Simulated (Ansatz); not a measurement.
`[Cl][Ga]([Cl])[SeH]`, relaxed with RKS PBE0-D4/def2-TZVP in the Gaussian-basis code of Ansatz from a PBE-D4/def2-SVP geometry. The force threshold is 0.005 eV/Å; the program also tests the step.

Total charge 0; spin multiplicity 1.

Start:

```xyz
5

Cl   -0.498    1.124   -2.362
Ga   -0.296    0.268   -0.399
Cl   -2.005    0.348    0.910
Se    1.700   -0.705    0.266
H     1.099   -1.035    1.585
```

Question: By how much does the energy fall, and how many steps does the optimiser take? (An estimate is asked.)

Answer: Computed: 1.70 kJ/mol, in 5 steps, 1 of them rejected.

Question: Which bonds change most? (Best estimate.)

Answer: Ansatz gave: Ga2–Cl3 from 2.154 to 2.127 Å; Cl1–Ga2 from 2.151 to 2.125 Å; Ga2–Se4 from 2.319 to 2.299 Å; Se4–H5 from 1.486 to 1.470 Å.

Question: Give the relaxed structure. (An estimate is asked.)

Answer: Computed: 
```xyz
5

Cl   -0.487    1.112   -2.333
Ga   -0.303    0.266   -0.392
Cl   -1.997    0.351    0.892
Se    1.678   -0.699    0.259
H     1.109   -1.029    1.574
```
